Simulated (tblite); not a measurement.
Parent: `[CH:1]#[C:2][C:3]1=[CH:4][SiH2:5][C@@H:6]1[CH3:7]`, C6H8Si.

The geometries are computed with GFN2-xTB (gas phase). One conformer each, not checked by frequencies here.

```csv
coordinate of the parent,value
C1≡C2,1.203 Å
C2–C3,1.401 Å
C3=C4,1.348 Å
C4–Si5,1.882 Å
Si5–C6,1.938 Å
C6–C7,1.521 Å
C3–C6,1.518 Å
C1–C2–C3,178.0°
C2–C3–C4,130.1°
C2–C3–C6,124.7°
C4–C3–C6,105.1°
C3–C4–Si5,94.5°
C4–Si5–C6,73.2°
Si5–C6–C7,118.8°
C3–C6–Si5,87.1°
C3–C6–C7,113.6°
```

Problem. How does the shared frame change in `[CH3:1][C@H:2]1[SiH2:3][CH:4]=[C:5]1[C:6]#[C:7][C:8]#[N:9]`, C7H7NSi? Atoms pair as C1 = C7, C2 = C6, C3 = C5, C4 = C4, Si5 = Si3, C6 = C2, C7 = C1 (parent first).

Solution. 
```tsv
parent	relative	value in the relative	change
C1≡C2	C7≡C6	1.216 Å	+0.013
C2–C3	C6–C5	1.390 Å	-0.011
C3=C4	C5=C4	1.350 Å	+0.002
C4–Si5	C4–Si3	1.888 Å	+0.006
Si5–C6	Si3–C2	1.941 Å	+0.003
C6–C7	C2–C1	1.521 Å	0.000
C3–C6	C5–C2	1.520 Å	+0.002
C1–C2–C3	C7–C6–C5	177.3°	-0.7
C2–C3–C4	C6–C5–C4	130.2°	+0.1
C2–C3–C6	C6–C5–C2	124.5°	-0.2
C4–C3–C6	C4–C5–C2	105.3°	+0.2
C3–C4–Si5	C5–C4–Si3	94.4°	-0.1
C4–Si5–C6	C4–Si3–C2	73.2°	0.0
Si5–C6–C7	Si3–C2–C1	118.6°	-0.2
C3–C6–Si5	C5–C2–Si3	87.1°	0.0
C3–C6–C7	C5–C2–C1	113.5°	-0.1
```

Of the parent's bonds, C1–C2 changes most (+0.013 Å). Bonds of the relative outside the shared frame: C7–C8 1.356, C8≡N9 1.151 Å. Point group C1 → C1.
